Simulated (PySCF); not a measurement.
How methods differ on the ionisation energy of Se

Se [Ar] 3d10 4s2 4p4 (3P) → Se⁺ [Ar] 3d10 4s2 4p3 (4S), as a difference of total energies. Calculation: PySCF 2.14, in aug-cc-pVDZ-DK; the spin-free X2C one-electron Hamiltonian (Gaussian nucleus). Correlated levels: valence: [Ar] 3d10 frozen. The calculations carry no spin-orbit coupling.

```json
{"method": "UHF", "ionisation energy (eV)": "8.530", "error (eV)": "-1.105"}
{"method": "BP86", "ionisation energy (eV)": "9.829", "error (eV)": "+0.194"}
{"method": "LDA", "ionisation energy (eV)": "9.877", "error (eV)": "+0.242"}
{"method": "MP2 (valence)", "ionisation energy (eV)": "9.021", "error (eV)": "-0.614"}
{"method": "SCS-MP2 (valence)", "ionisation energy (eV)": "9.040", "error (eV)": "-0.595"}
{"method": "CCSD (valence)", "ionisation energy (eV)": "9.064", "error (eV)": "-0.571"}
{"method": "CCSD(T) (valence)", "ionisation energy (eV)": "9.083", "error (eV)": "-0.552"}
```

Reference: 9.635 eV (measured; NIST levels, between the centres of gravity of the two terms).

Errors of the correlated levels include the incompleteness of this basis and the frozen core.
